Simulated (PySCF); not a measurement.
Q: What does the PBE0-D3(BJ)/def2-SVP structure of InChI=1S/C4H8Se/c1-3-4-5-2/h3-4H,1-2H3/b4-3+ look like in three dimensions?

A: 
```xyz
13
C4H8Se angstrom
C     -2.2166    0.5783   -0.2727
C     -0.7602    0.2539   -0.1878
C     -0.2639   -0.9857   -0.2788
Se     1.5349   -1.5443   -0.1909
C      2.3886    0.1728    0.0605
H     -2.4235    1.2786   -1.0997
H     -2.5720    1.0689    0.6495
H     -2.8257   -0.3237   -0.4322
H     -0.0825    1.1024   -0.0405
H     -0.9364   -1.8390   -0.4262
H      2.1897    0.8335   -0.7947
H      2.0456    0.6435    0.9923
H      3.4676   -0.0198    0.1270
```

Orientation and origin are arbitrary. Atoms count from 1 in this order. Se4 (selenium bonded to 2 C) is bent (angle 99.4°). Of the pairs four or more bonds apart, C5···H9 is among the closest relative to their van der Waals radii: 2.64 Å, 91 % of the sum of Bondi's values. The 5 heavy atoms lie in one plane (0.000 Å rms). The 2 C–Se bonds span 1.886 Å (C3–Se4, drawn single) to 1.934 Å (Se4–C5, drawn single), a spread of 0.048 Å.

Bonds between heavy atoms (Å): C1–C2 1.494, C2=C3 1.338, C3–Se4 1.886, Se4–C5 1.934.

Computed, not measured: PySCF 2.14.0, PBE0-D3(BJ)/def2-SVP geometry optimisation, gas phase.

Point group: Cs (tolerance 0.08 Å). Not checked by PBE0-D3(BJ)/def2-SVP frequencies. One conformer, not necessarily the lowest (C2–C3–Se4–C5 0°).
